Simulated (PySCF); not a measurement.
How the method changes the constants of LiCa⁺

State: ¹Σ⁺ (singlet), closed shell. Set-up: basis Li def2-SVPD, Ca def2-SVPD; no relativity; PySCF 2.14. De refers to Li⁺ + Ca in their ground configurations, without counterpoise correction. A positive dipole points towards Ca; it is taken about the centre of mass and depends on that origin.

```tsv
Level	Re (Å)	ωe (cm⁻¹)	De (eV)	μ (D)	CPU s a point (SCF and correlation, without the integrals)
RHF-MP2	3.393	229	1.07	n/a	0.048
RHF-SCS-MP2	3.400	228	1.07	n/a	n/a
RHF-CCSD	3.394	230	1.14	n/a	n/a
RHF-CCSD(T)	3.398	229	1.14	n/a	0.43
PBE	3.275	240	1.30	-4.37	0.36
PW91	3.265	241	1.34	-4.26	0.28
BLYP	3.273	234	1.25	-4.66	0.27
r²SCAN	3.320	238	1.20	-4.43	0.54
r²SCANh	3.320	239	1.19	-4.39	0.56
PBE0	3.287	244	1.28	-4.15	0.64
LC-ωPBE	3.255	262	1.35	-3.20	0.48
```

**Question.** Which functional lies closest to RHF-CCSD(T) in De, which farthest, and by how much do they differ from it?

**Answer.** Closest is r²SCANh (-7.8 pm in Re, +4.4 % in ωe, +0.05 eV in De against RHF-CCSD(T) in the same basis), farthest LC-ωPBE (-14.3 pm in Re, +14.4 % in ωe, +0.21 eV in De). CCSD(T) converges more slowly with the basis than the functionals do and binds too weakly in this one, so the order can change at the basis-set limit.

**Question.** What does the step from GGA to meta-GGA do here, going from PBE to r²SCAN?

**Answer.** r²SCAN less PBE: +4.5 pm in Re, -0.8 % in ωe, -0.10 eV in De. 

**Question.** What does the triples do here, going from RHF-CCSD to RHF-CCSD(T)?

**Answer.** RHF-CCSD(T) less RHF-CCSD: +0.4 pm in Re, -0.4 % in ωe, +0.00 eV in De. The bond lengthens, as in strong covalent bonds, where excitations into antibonding orbitals dominate.

Correlated steps freeze 5 core orbitals. Closed-shell solutions of metal pairs were not tested for spin polarisation, which can lower them a little. Correlated levels converge slowly with the basis: in double zeta they bind strong bonds too weakly, by up to about 1 eV, and carry superposition errors of some tenths. For an ion De counts to the pair picked by the measured ionisation energies or electron affinities, which need not be the lowest pair at this level.

The whole job (state search and all levels along the bond) took about 1 min on 1 thread of Arm Neoverse V1 (shared host), peak memory 0.45 GiB.
